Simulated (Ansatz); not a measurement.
C2H9NOSi can be A, `C[Si](C)(N)O`, or B, `NCOC[SiH3]`.

Isolated molecules relaxed with PBE0-D4/def2-TZVP in Ansatz; ΔE leaves out vibrations. CBS: MP2 limit from def2 TZ/QZ plus the TZ coupled-cluster correction, frozen cores. Functionals use def2-TZVPP. Each species was taken in one conformer, which may not be the lowest.

Which isomer does CCSD(T)/CBS put lower? Give the gap. (Estimate.)

The calculation gave: A, by 98.8 kcal/mol.

Give E(B) − E(A) in kcal/mol with MP2/def2-TZVPP, ωB97M-V, HF/def2-TZVPP, CCSD/def2-TZVPP, r2SCAN-D4, CCSD(T)/def2-TZVPP, B2PLYP. (An estimate is asked.)

The calculation gave: MP2/def2-TZVPP 101.2, ωB97M-V 97.5, HF/def2-TZVPP 95.0, CCSD/def2-TZVPP 96.9, r2SCAN-D4 98.1, CCSD(T)/def2-TZVPP 96.5, B2PLYP 96.7. None reverses the order clearly.

Largest T1 diagnostic: 0.011.

From PBE to PBE0 (25 % exact exchange), in def2-TZVPP and without D4, E(B) − E(A) moves by +2.9 kcal/mol. In def2-TZVPP, CCSD(T) changes the Hartree–Fock value by +1.5 kcal/mol (the triples alone add −0.4 kcal/mol) and MP2 by +6.2 kcal/mol.
